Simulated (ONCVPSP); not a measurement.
**Configuration tests for zinc (ONCV)**

Zn (Z = 30), optimised norm-conserving Vanderbilt (ONCV), made with ONCVPSP 4.0.1 (PBE, scalar-relativistic). Core [Ne], reference 3s2 3p6 3d10 4s2. Waves: 3s+4s: rc 1.10 bohr, ncon 4, nbas 8, qcut 14.5 1/bohr, 2 projectors; 3p: rc 0.65 bohr, ncon 4, nbas 8, qcut 13.2 1/bohr, 1 projector; 3d: rc 0.95 bohr, ncon 4, nbas 9, qcut 18.1 1/bohr, 2 projectors, debl 2.2 Ha. Local part: polynomial inside 0.60 bohr (lpopt 5, dvloc0 1 Ha). Core correction: Teter function, fcfact 5.75, rcfact 1.2.

Energies are relative to the spin-unpolarised reference configuration 3s2 3p6 3d10 4s2; without spin polarisation the order of configurations can differ from experiment.

```
valence configuration  charge  ΔE all-electron (eV)  error AE − PS (meV)
     3s2 3p6 3d10 4s0      +2                28.331                 +0.1
      3s2 3p6 3d9 4s0      +3                68.865                 -7.3
```

Question: What are ΔE and the potential's error for 3s2 3p6 3d10 4s1?

Answer: ΔE = 9.889 eV all-electron; the error (AE − PS) is -0.4 meV.

Question: What are ΔE and the potential's error for 3s2 3p6 3d10 4s1.5?

Answer: ΔE = 3.941 eV all-electron; the error (AE − PS) is -0.2 meV.

Levels in the configuration 3s2 3p6 3d10 4s1.5:

```tsv
level	all-electron (eV)	pseudo (eV)
3s	-133.848	-133.845
3p	-88.026	-88.027
3d	-14.740	-14.741
4s	-9.841	-9.840
```
